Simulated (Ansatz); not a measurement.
Total energies of IrO₂ from Ansatz at PBE0-D4/def2-TZVP, gas phase (1 Eh = 27.2114 eV = 2625.5 kJ/mol). The reference geometry is relaxed at PBE0-D4/def2-TZVP.

```xyz
3

Ir   -0.029    0.027   -0.118
O     1.638    0.199   -0.288
O    -1.609   -0.226    0.406
```

```csv
state,geometry,energy (Eh)
charge 0 doublet,reference,-254.63512
charge 1 singlet,reference,-254.23331
charge 0 quartet,relaxed at PBE0-D4/def2-TZVP,-254.60084
free Ir atom (quartet),–,-104.22852
free O atom (triplet),–,-75.01860
```

In the def2 sets Ir takes a core potential; there is no spin–orbit coupling.

Problem. Work out the vertical ionisation energy to the singlet.

Solution. E(charge 1 singlet) − E(charge 0 doublet) = -254.23331 − (-254.63512) = 0.40181 Eh = 10.93 eV. For comparison, −ε of the highest occupied level of the spin that leaves is 8.54 eV at this level, 2.39 eV less.

Problem. Which of the charge 0 states is lowest, and how far above it are the others?

Solution. The doublet. quartet: -254.60084 − (-254.63512) = 0.03428 Eh = 90.0 kJ/mol.

Problem. What is the binding energy per atom against free atoms?

Solution. Atoms: 1 × (-104.22852) + 2 × (-75.01860) = -254.26572 Eh. Binding: -254.26572 − (-254.63512) = 0.36940 Eh = 10.05 eV, or 3.35 eV for each of 3 atoms (no zero-point energy, no counterpoise term).

The restricted singlet is unstable towards broken spin symmetry in Hartree–Fock (as tested in another run); at PBE0-D4/def2-TZVP this wasn't settled. 

The structure comes from a short search, and lower isomers may exist.
